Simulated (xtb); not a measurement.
AlFHI, SMILES [F][AlH][I]. All values are semi-empirical tight-binding results from xtb (GFN2-xTB unless named), good for trends rather than for accurate numbers. Geometry: GFN2-xTB.

Optimised geometry:

```xyz
4

Al     0.4805    -1.5580     0.0000
F     -0.6353    -2.7624     0.0000
H      1.9060    -2.0446     0.0000
I     -0.0459     0.8898     0.0000
```
Charge 0, spin multiplicity 1.

For metal compounds this method's bond lengths and energies can be far off.

The point group as xtb finds it comes out as Cs, the orbital gap is 4.74 eV and the zero-point energy comes out as 6.3 kcal/mol. The G − E(el) at 298.15 K (modified RRHO) is -12.0 kcal/mol.

Computed atomic charges and the Wiberg bond orders between heavy atoms:
charges (e) Al1 0.46, F2 -0.24, H3 -0.11, I4 -0.12. Bond orders Al1–F2 1.29, Al1–I4 1.32.
